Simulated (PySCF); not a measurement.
# C6H11FO2Si: full NMR table

| Item | Value |
| --- | --- |
| Formula | C6H11FO2Si |
| SMILES | C[C@]1([SiH2]F)C[C@H](OC=O)C1 |
| InChI | InChI=1S/C6H11FO2Si/c1-6(10-7)2-5(3-6)9-4-8/h4-5H,2-3,10H2,1H3/t5-,6- |
| Point group of the computed structure | C1 |
| Degrees of unsaturation | 2 |
| Carbon signals | 5 |
| Proton signals | 6 |

Numbering as in the mapped SMILES `[CH3:1][C@:2]1([SiH2:3][F:4])[CH2:5][C@H:6]([O:7][CH:8]=[O:9])[CH2:10]1`; H(Xn) means a hydrogen on atom n. Ha(C5), Ha(C10) are cis to O7 on the ring; Hb(C5), Hb(C10) are trans to O7 on the ring.

- shielding tensors at PBE0/pcSseg-1 (GIAO)
- coordinates at the GFN2-xTB level
- program: PySCF
- no solvent, single conformer, averaged over atoms made equivalent by symmetry, fast rotation or ring inversion, non-relativistic Hamiltonian

Shifts are taken against calculated references (same method and geometry level): TMS for ¹H (σref 31.72), ¹³C (σref 186.93), ²⁹Si (σref 349.16); ¹⁹F (σref 170.95) vs CFCl3; H2O for ¹⁷O (σref 336.08).

| carbon | δC, type | δH (multiplicity) | HMBC from (2–3 bonds) | span of the C tensor (ppm) |
| --- | --- | --- | --- | --- |
| C1 | 24.2, CH3 | 1.19 (s) | H(Si3), Hb(C5)/Hb(C10), Ha(C5)/Ha(C10) | 41 |
| C2 | 18.4, C | – | H(C6), H(Si3), Hb(C5)/Hb(C10), Ha(C5)/Ha(C10), H(C1) | 18 |
| C5/C10 | 41.0, CH2 | Hb(C5) 2.79 (m); Ha(C5) 2.05 (m) | H(C6), H(Si3), Hb(C5)/Hb(C10), Ha(C5)/Ha(C10), H(C1) | 47 |
| C6 | 60.1, CH | 6.05 (m) | H(C8), Hb(C5)/Hb(C10), Ha(C5)/Ha(C10) | 84 |
| C8 | 163.4, CH | 8.03 (s) | H(C6) | 156 |

Other nuclei:
```json
{"atoms": "H(Si3)", "nucleus": "¹H", "environment": "hydrogen on a silicon bonded to C, F", "δ (ppm)": "5.00", "σ (ppm)": "26.72"}
{"atoms": "F4", "nucleus": "¹⁹F", "environment": "fluorine bonded to Si", "δ (ppm)": "-233.6", "σ (ppm)": "404.5"}
{"atoms": "Si3", "nucleus": "²⁹Si", "environment": "silicon bonded to C, F, 2 H", "δ (ppm)": "11.0", "σ (ppm)": "338.2"}
{"atoms": "O9", "nucleus": "¹⁷O", "environment": "ester carbonyl oxygen", "δ (ppm)": "433.2", "σ (ppm)": "-97.1"}
{"atoms": "O7", "nucleus": "¹⁷O", "environment": "ester alkoxy oxygen", "δ (ppm)": "245.4", "σ (ppm)": "90.6"}
```

Carbon types of the structure: 1 × C, 2 × CH, 2 × CH2, 1 × CH3, leaving 2 H on heteroatoms. δC 163.4: ester carbonyl carbon; it is a carbonyl in resonance with an O or N lone pair, the region of acids, esters and amides. δC 60.1: sp3 CH bonded to O; pulled downfield by the heteroatom. δC 41.0: sp3 CH2 in a ring; aliphatic region, no heteroatom directly attached. δC 24.2: methyl carbon; a saturated carbon with 1 carbon neighbour and no heteroatom attached. δH 6.05: hydrogen on an sp3 CH bonded to O; its carbon carries O, which withdraws density.

Splittings by ¹⁹F in the carbon and heteronuclear signals aren't shown, as no couplings were computed. Shifts are as computed. Against solution values, carbons near 30 ppm lie about +3 ppm off and those near 130 ppm about +5 ppm. Of 1211 compounds with measured shifts, 218 miss one by over three times the rms of a fit or turn the order of signals round; such compounds aren't used in these exercises. Unscaled 19F shifts against computed CFCl3 carry errors that often reach 10 to 50 ppm. Unscaled 17O shifts of doubly bonded oxygen tend to come out too high, by tens of ppm or more. Experimental scales use liquid or dissolved standards, which lie at an offset from isolated H2O (liquid H2O: subtract about 36 ppm). Multiplicities follow the n + 1 count of equivalent neighbours, as no J values were calculated; m marks all less simple cases, F and P coupling included.
